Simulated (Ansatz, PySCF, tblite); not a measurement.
Dissociation curve of LiNa, singlet.

Levels of theory: RCCSD(T) = CCSD(T) on RHF/cc-pVTZ, frozen core (Ansatz, an electronic-structure program); GFN2-xTB, 300 K electronic temperature (tblite); UHF/cc-pVTZ (PySCF).

Energies are in kJ/mol, each relative to the lowest point of its own curve near equilibrium.

```tsv
R / Å	RCCSD(T)	GFN2-xTB	UHF
2.32	35.0	6.6	43.0
2.50	15.9	0.0	23.8
2.64	6.9	0.9	14.4
2.75	2.7	4.1	9.2
2.83	0.9	7.5	6.1
2.93	0.0	12.7	3.3
3.02	0.2	18.1	1.6
3.09	1.0	22.7	0.8
3.28	5.1	36.2	0.0
3.39	8.4	44.1	0.2
3.60	16.1	54.4	1.5
3.93	29.5	77.8	4.2
4.38	46.9	114.1	7.6
4.89	62.0	151.9	10.1
5.35	70.7	181.2	11.3
5.86	76.4	207.5	12.0
6.35	79.2	226.9	12.3
7.20	81.3	249.3	12.5
7.88	81.9	260.0	12.5
8.89	82.3	—	12.5
```

At the longest distance, 8.89 Å, RCCSD(T) lies highest above its minimum (82.3 kJ/mol) and UHF lowest (12.5 kJ/mol).

A dash means that the run gave no value there, or that the column was ended at a point which the program doubted or which failed a test of continuity chosen for this set; such a test can also cut sound points.

With two correlated electrons CCSD is exact in the basis where it finds the lowest root (RCCSD(T)). The unrestricted determinant behind UHF is spin-contaminated at 2.32 to 8.89 Å (<S²> up to 1.0, against 0.00 for a pure singlet).
